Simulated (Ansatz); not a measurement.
`C=C[Si](O)(Cl)Cl` + H₂ → `C=C[SiH](Cl)Cl` + H₂O at 400 K and 1 bar (hydrogenolysis of the Si–O bond).

Isolated molecules relaxed with PBE0-D4/def2-TZVP in Ansatz; ΔE leaves out vibrations. CBS: MP2 limit from def2 TZ/QZ plus the TZ coupled-cluster correction, frozen cores. This one scheme is used for every species. Each species was taken in one conformer, which may not be the lowest.

```csv
species,CCSD(T)/CBS energy (Eh),H − E (kJ/mol),S (J/(mol·K))
`C=C[Si](O)(Cl)Cl`,-1362.47327,197.5,419.1
H₂,-1.17544,38.0,139.0
`C=C[SiH](Cl)Cl`,-1287.23514,175.9,383.7
H₂O,-76.37941,69.8,198.6
```

H − E and S are ideal-gas, rigid-rotor, harmonic terms from PBE0-D4/def2-TZVP, for one conformer and one mirror image of each species. The MP2-based limit puts H₂ 0.8 mEh under its directly extrapolated value; such offsets cancel only in part. 1 Eh = 2625.50 kJ/mol, R = 8.31446 J/(mol·K).

**Question.** By hand: ΔE, ΔH, ΔS and ΔG.

**Answer.** ΔE = (-1287.23514) + (-76.37941) − (-1362.47327) − (-1.17544) = 0.03416 Eh = 89.7 kJ/mol. Δ(H − E) = 175.9 + 69.8 − 197.5 − 38.0 = 10.2, so ΔH = 99.9 kJ/mol. ΔS = 383.7 + 198.6 − 419.1 − 139.0 = 24.2 J/(mol·K). ΔG = 99.9 − 400 × (24.2)/1000 = 90.2 kJ/mol.

**Question.** By hand: the equilibrium constant, and the temperature at which ΔG would vanish if ΔH and ΔS stayed fixed.

**Answer.** log₁₀ K = −ΔG/(RT ln 10) = -11.8. ΔG = 0 at ΔH/ΔS = 4128 K, far beyond where these terms or the molecules hold.

ΔH outweighs TΔS. A doubt of 5 kJ/mol in ΔE shifts log₁₀ K by 0.7 here. Other conformers and mirror images would add mixing entropy, several J/(mol·K) or more a flexible species. These are equilibria of isolated gas molecules and say nothing of rates. Largest T1 diagnostic: 0.010 (customary marks: 0.02 for closed shells, 0.045 for open ones).
